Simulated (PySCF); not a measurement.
## Correlation energy of O⁺ (oxygen, charge +1)

[He] 2s2 2p3, high-spin 4S determinant. All numbers are calculated (PySCF 2.14, the non-relativistic Hamiltonian (point nucleus), in aug-cc-pVQZ (6s5p4d3f2g, 80 functions)). Frozen: 1s2; 5 electrons correlated.

```tsv
level	correlation energy (mhartree)
CCSD	-120.96
(T)	-1.96
CCSD(T)	-122.92
```

Diagnostics: T1 = 0.0043, D1 = 0.0107, largest double amplitude 0.029.

Cost of the coupled-cluster step: of the order of 14 core-seconds, for 5 correlated electrons.
